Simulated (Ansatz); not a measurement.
`[CH3][GeH2][CH2]N` + `N[SiH2]N` → `NCN[SiH2]N` + `[CH3][GeH3]`  (substitution at a C–Ge bond)

Calculated with Ansatz (gas phase, PBE0-D4/def2-TZVP geometries, no zero-point term in ΔE). CCSD(T)/CBS is the MP2 limit (def2-TZVPP, def2-QZVPP) plus CCSD(T) − MP2 in def2-TZVPP, frozen cores. This one scheme is used for every species. Functionals use def2-TZVPP. B3LYP here is the variant with VWN-RPA as its local correlation; programs differ in this. For Ge outer-core shells are correlated without core-valence functions, which leaves a few kJ/mol of doubt a bond. Scalar relativity is left out up to krypton. Each species was taken in one conformer, which may not be the lowest.

```tsv
level	ΔE (kcal/mol)	difference from CCSD(T)/CBS
PBE-D4	6.2	-2.0
r2SCAN-D4	6.9	-1.3
PBE0-D4	6.4	-1.8
B3LYP-D4	6.4	-1.8
ωB97X-V	6.4	-1.8
ωB97M-V	7.0	-1.2
B2PLYP	7.1	-1.1
PBE	6.3	-1.9
r2SCAN	6.9	-1.3
PBE0	6.5	-1.7
B3LYP	6.4	-1.8
HF/def2-TZVPP	5.8	-2.4
MP2/def2-TZVPP	8.5	0.3
SCS-MP2/def2-TZVPP	7.8	-0.4
CCSD/def2-TZVPP	7.6	-0.6
CCSD(T)/def2-TZVPP	7.5	-0.7
HF/def2-QZVPP	5.7	-2.5
MP2/def2-QZVPP	8.9	0.7
SCS-MP2/def2-QZVPP	8.1	-0.1
HF/CBS(def2)	5.7	-2.5
MP2/CBS(def2)	9.2	1.0
CCSD/CBS(def2)	8.2	0.0
CCSD(T)/CBS	8.2	0
```

Largest T1 diagnostic among the species: 0.010.

In def2-TZVPP, CCSD(T) changes the Hartree–Fock value by +1.7 kcal/mol (the triples alone add −0.1 kcal/mol) and MP2 by +2.8 kcal/mol.
